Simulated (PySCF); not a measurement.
Mo(O)2(Br)(NH2) (BrH2MoNO2), SMILES [O]=[Mo]([NH2])([Br])=[O], multiplicity 1.

Geometry: B3LYP-D3(BJ)/def2-SVP. The multiplicity is an assumed one; no other spin state was optimised. The structure was generated by enumeration; whether it is a known compound was not checked. The def2 effective core potentials stand for the cores of Mo; spin–orbit coupling is left out. The values are those of a single conformer.

These are TDA-PBE/def2-SVPD (PySCF 2.14.0) values and carry that method's errors.

Vertical excitations.  State labels are in the subgroup Cs.

Problem. List the lowest excited states. (The exact figures need the calculation; the answer reports its results.)

Solution. 
```
state  symmetry  energy (eV)  λ (nm)      f                                                                main pairs
-----  --------  -----------  ------  -----  ------------------------------------------------------------------------
S1           A"         3.89     318  0.000                                        HOMO→LUMO+1 83 %, HOMO−1→LUMO 16 %
S2           A"         4.02     308  0.001                                        HOMO−1→LUMO 81 %, HOMO→LUMO+1 14 %
S3           A'         4.08     304  0.003                                        HOMO−1→LUMO+1 71 %, HOMO→LUMO 19 %
S4           A"         4.48     277  0.003                                      HOMO−2→LUMO 76 %, HOMO−3→LUMO+1 15 %
S5           A'         4.48     277  0.072  HOMO→LUMO 44 %, HOMO−1→LUMO+1 20 %, HOMO−2→LUMO+1 12 %, HOMO−3→LUMO 12 %
S6           A"         4.53     274  0.001                                      HOMO−3→LUMO+1 84 %, HOMO−2→LUMO 14 %
S7           A'         4.55     272  0.013                                                        HOMO−2→LUMO+1 85 %
S8           A'         4.70     264  0.009                                        HOMO→LUMO+2 79 %, HOMO−3→LUMO 15 %
S9           A"         4.87     254  0.000                                                        HOMO−1→LUMO+2 93 %
S10          A'         5.20     238  0.036   HOMO−3→LUMO 35 %, HOMO−4→LUMO 24 %, HOMO→LUMO+2 13 %, HOMO−4→LUMO+2 9 %
T1           A'         3.49     356      0                                                            HOMO→LUMO 95 %
T2           A"         3.75     331      0                                                          HOMO→LUMO+1 85 %
T3           A"         3.84     323      0                                        HOMO−1→LUMO 85 %, HOMO→LUMO+1 13 %
T4           A'         3.86     321      0                                                        HOMO−1→LUMO+1 96 %
```
Triplets are in the Tamm–Dancoff approximation.
